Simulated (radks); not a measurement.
Fractional charge and spin in the 5p shell of praseodymium: the spin-up occupation runs from 2 to 3 and the spin-down occupation from 2 to 3; the fullest corner is Pr, [Kr] 4d10 4f(up 1.5, down 1.5) 5s2 6s2 5p(up 3, down 3). All-electron calculation, scalar-relativistic Kohn-Sham, r2SCAN, spin-polarised, spherical densities, finite nucleus; meta-GGA in the generalised Kohn-Sham scheme; Fermi nuclear charge, rms radius of each element as measured or else 0.836 A^(1/3) + 0.57 fm. Program: a radial shooting solver on a logarithmic mesh with Libxc functionals. Energy (eV) minus the two flat planes that join the four corners (they meet along the diagonal where the two added fractions sum to one electron); zero is where a piecewise linear energy would lie.

| down \ up | 2 | 2.25 | 2.5 | 2.75 | 3 |
|---|---|---|---|---|---|
| 2 | 0.000 | -0.956 | -1.270 | -0.948 | 0.000 |
| 2.25 | -0.956 | -1.187 | -0.790 | 0.226 | -0.843 |
| 2.5 | -1.270 | -0.790 | 0.301 | -0.699 | -1.111 |
| 2.75 | -0.948 | 0.226 | -0.699 | -1.042 | -0.823 |
| 3 | 0.000 | -0.843 | -1.111 | -0.823 | 0.000 |

Corners above the fullest one (they belong to Pr+ and the next ion): (up 3, down 2) 26.615 eV, (up 2, down 3) 26.615 eV, (up 2, down 2) 64.001 eV. With half an added electron in each spin the energy lies 0.301 eV from the planes, and with half an added electron in spin up alone -1.270 eV. The planes are only a guide here: the flat-plane condition holds for ground states with one frontier orbital, while this shell lies below other occupied shells, so the corners above the fullest one are inner-hole states and not the ground states of those ions.
